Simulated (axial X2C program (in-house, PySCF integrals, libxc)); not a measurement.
HfO: properties at the nuclei

Calculated with an axial X2C code built on PySCF integrals: two-component X2C with atomic mean-field Coulomb and Gaunt terms, Gaussian nuclei, basis Hf dyall-cv3z, O dyall-av3z with contracted cores.

R = 1.713 Å (near the PBE0 minimum at charge 0 of the determinant lowest at the starting distance; the state shown can have its own minimum elsewhere).

Determinant lowest in the PBE0 search, Ω = 0 (closed shell), highest spinor 64% Hf s, 12% Hf d, 10% O p:

| level | qzz Hf (a.u.) | qzz O (a.u.) | μ (D) |
| --- | --- | --- | --- |
| PBE0 | -8.00 | -0.54 | -3.43 |
| HF | -8.28 | -0.66 | -3.91 |
| TPSSh | -8.11 | -0.56 | -3.29 |
| B3LYP | -8.22 | -0.55 | -3.49 |
| LDA | -8.04 | -0.53 | -3.24 |

Determinant 0.89 eV from it at PBE0 and this distance, Ω = 1 (⟨Sz⟩ = -1.00, ⟨Lz⟩ = 2.00 at PBE0), spin on the atoms Hf -1.04, O 0.05:

```tsv
level	Eeff magnitude (GV/cm)	Ws magnitude Hf (kHz)	A∥/gI Hf (MHz)	qzz Hf (a.u.)	A∥/gI O (MHz)	qzz O (a.u.)	μ (D)
PBE0	33.1	29.6	-4230	-3.79	-16.7	-0.46	-4.82
HF	42.1	37.6	-3620	-3.79	-2.95	-0.62	-5.49
TPSSh	31	27.5	-4180	-3.87	-16.7	-0.47	-4.67
B3LYP	33.1	29.6	-4360	-3.96	-18.7	-0.47	-4.78
LDA	31.3	28	-4430	-4.00	-19.6	-0.45	-4.40
```

Eeff is the effective electric field on the electron electric dipole moment in this Ω state and Ws the scalar–pseudoscalar constant of the nucleus named (defined with the proton number Z and per Ω); A∥ (defined per Ω) follows by multiplying with gI = μI/(I μN); qzz is the electric field gradient, eQq0 = 234.96 MHz × Q/barn × qzz; μ is positive if the O end (last atom) is positive. The operators were transformed with the bare-nucleus X2C matrices; with these basis sets, hyperfine constants and field gradients can be off by tens of per cent, and where levels differ in sign neither size nor sign is settled.

Question: With Q(177Hf) = 3.365 barn, Q(17O) = -0.02558 barn (Q from Pyykkö, Mol. Phys. 2018), turn the PBE0 values of the first state into constants in MHz.

Answer: eQq0(177Hf) = 234.96 × (3.365) × (-8.00) = -6330 MHz; eQq0(17O) = 234.96 × (-0.02558) × (-0.54) = 3.25 MHz.

Each state is one determinant with collinear spin, which with several unpaired electrons need not be a pure state. Unrestricted Hartree–Fock can overshoot spin polarisation at the nuclei. With several open shells hyperfine constants can be off by a factor of several. Open-shell Ω = 0 determinants with evenly filled partner blocks cannot be reached by this program, so the Ω shown need not be the lowest component. The search compared states at one distance, so a state with another bond length can lie lower. Further determinants of the search, some of them spin-mixed, are not shown. PBE0 term energies can be off by some tenths of an eV.
